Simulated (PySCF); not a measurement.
# Steps of a relaxation of SmOCl

SmOCl (singlet in the valence; each metal's 4f electrons, 5 of them, lie in its core potential, out of spins and levels). PySCF 2.14.0, RKS PBE0, Sm lcecp-1-SVP with ECP51, O def2-SVP, Cl def2-SVP; non-relativistic Hamiltonian with scalar-relativistic core potentials where named; density fitting; no spin-orbit coupling. Origin of the start: template. Columns: position (Å) and force (eV/Å). Energies are counted from the last step; some of the 7 steps are shown. Forces carry noise of the integration grid, about 0.01 to 0.03 eV/Å.

Run from Python with OMP_NUM_THREADS=2. Where DIIS fails, smearing, a level shift and second-order steps follow.
It took 29 s on 2 threads of AMD EPYC 7571, with other jobs on the host, from the converged density of the start.

```xyz
3
step 0  E = 0.104 eV
Sm    0.2851    0.0000   -0.2466    -0.34    0.00   -0.21
O     1.9720    0.0000    0.5083    -0.15    0.00    0.23
Cl   -2.1405    0.0000    0.8389     0.49    0.00   -0.02
```

```xyz
3
step 2  E = 0.009 eV
Sm    0.2625    0.0000   -0.4121     0.63    0.00    0.41
O     1.8126    0.0000    0.6246    -0.65    0.00   -0.41
Cl   -1.9585    0.0000    0.8881     0.03    0.00    0.00
```

```xyz
3
step 4  E = 0.000 eV
Sm    0.2689    0.0000   -0.4174     0.06    0.00   -0.03
O     1.7879    0.0000    0.6273    -0.02    0.00   -0.01
Cl   -1.9402    0.0000    0.8907    -0.04    0.00    0.03
```

Q: Where does the relaxation end?

A: It converges at step 6 in Cs:
```xyz
3
step 6  E = 0
Sm    0.2710    0.0000   -0.4203
O     1.7862    0.0000    0.6283
Cl   -1.9407    0.0000    0.8925
```

Q: How did the contacts change?

A: 
| contact | start (Å) | end (Å) |
| --- | --- | --- |
| Sm1–O2 (O) | 1.848 | 1.843 |
| Sm1–Cl3 (Cl) | 2.657 | 2.572 |


An lcecp potential fixes the number of 4f electrons, so in runs with it no electron can move into or out of that shell.
